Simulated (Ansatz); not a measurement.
BeBrF (SMILES [F][Be][Br]) moved off its minimum; all values from Ansatz (a first-principles code), cores frozen in correlated methods.
(charge 0, multiplicity 1)
```xyz
3

Be     0.11573    -0.08181    -1.02356
F      0.05219    -0.06572    -2.71139
Br     0.02091     0.04505     0.84762
```

Q: Give the forces (eV/Å), the total energy and the dipole at CCSD(T)/aug-cc-pVTZ.

A: 
| atom | Fx | Fy | Fz |
|---|---|---|---|
| Be1 | -0.231 | 0.055 | -6.275 |
| F2 | 0.247 | -0.104 | 4.787 |
| Br3 | -0.016 | 0.049 | 1.488 |
Energy -2687.2030 hartree, dipole 2.18 D.
